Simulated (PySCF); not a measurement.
**SMILES [C-]#[N+]C=C1C=CC=CC=C1, C9H7N**

Molfile (atoms numbered from 1):
```
C9H7N
     RDKit          3D

 17 17  0  0  0  0  0  0  0  0999 V2000
    4.1302    0.9056   -0.1359 C   0  0  0  0  0  0  0  0  0  0  0  0
    3.2189    0.1706   -0.1779 N   0  0  0  0  0  0  0  0  0  0  0  0
    2.1937   -0.6978   -0.2306 C   0  0  0  0  0  0  0  0  0  0  0  0
    0.8830   -0.3453   -0.1005 C   0  0  0  0  0  0  0  0  0  0  0  0
   -0.0962   -1.4062   -0.1812 C   0  0  0  0  0  0  0  0  0  0  0  0
   -1.4396   -1.3654   -0.0943 C   0  0  0  0  0  0  0  0  0  0  0  0
   -2.3070   -0.2425    0.1063 C   0  0  0  0  0  0  0  0  0  0  0  0
   -1.9689    1.0545    0.2603 C   0  0  0  0  0  0  0  0  0  0  0  0
   -0.6589    1.6354    0.2614 C   0  0  0  0  0  0  0  0  0  0  0  0
    0.5420    1.0453    0.1085 C   0  0  0  0  0  0  0  0  0  0  0  0
    2.4887   -1.7272   -0.3882 H   0  0  0  0  0  0  0  0  0  0  0  0
    0.3438   -2.3851   -0.3375 H   0  0  0  0  0  0  0  0  0  0  0  0
   -1.9567   -2.3129   -0.1884 H   0  0  0  0  0  0  0  0  0  0  0  0
   -3.3617   -0.4865    0.1350 H   0  0  0  0  0  0  0  0  0  0  0  0
   -2.7755    1.7631    0.4024 H   0  0  0  0  0  0  0  0  0  0  0  0
   -0.6501    2.7088    0.4066 H   0  0  0  0  0  0  0  0  0  0  0  0
    1.4072    1.6976    0.1440 H   0  0  0  0  0  0  0  0  0  0  0  0
  1  2  3  0
  2  3  1  0
  3  4  2  3
  4  5  1  0
  5  6  2  0
  6  7  1  0
  7  8  2  0
  8  9  1  0
  9 10  2  0
 10  4  1  0
  3 11  1  0
  5 12  1  0
  6 13  1  0
  7 14  1  0
  8 15  1  0
  9 16  1  0
 10 17  1  0
M  CHG  2   1  -1   2   1
M  END
```

Method used: PySCF, quadratic response LC-wPBE/def2-SVPD first hyperpolarisability, Taylor convention, gas phase. Geometry: GFN2-xTB.

What is the first hyperpolarisability, and how does it disperse?

In au, Taylor convention; the vector part is βᵢ = ⅓ Σⱼ (βᵢⱼⱼ + βⱼᵢⱼ + βⱼⱼᵢ); β∥ is 3/5 of the vector part along the dipole, the dipole points from − to +:
| process | λ (nm) | β vector norm | β∥ | β HRS | depolarisation ratio |
| --- | --- | --- | --- | --- | --- |
| static β(0;0,0) | ∞ | 734.5 | 432.9 | 301.6 | 5.14 |
| second harmonic β(−2ω;ω,ω) | 1064 | 1229.3 | 717.5 | 504.8 | 4.72 |
| Pockels β(−ω;ω,0) | 1064 | 860.1 | 505.3 | – | – |
| Pockels β(−ω;ω,0) | 800 | 979.2 | 573.8 | – | – |

Second harmonics within 0.3 eV of the first excitation or beyond it are left out.

Which lowest excitations, dipole and polarisabilities go with it?

S1 3.10 eV (f = 0.016); S2 4.29 eV (f = 0.631); S3 5.97 eV (f = 0.000); dipole 4.80 D; isotropic α 122.6 au static, 125.8 au at 1064 nm, 128.6 au at 800 nm, 139.1 au at 532 nm.
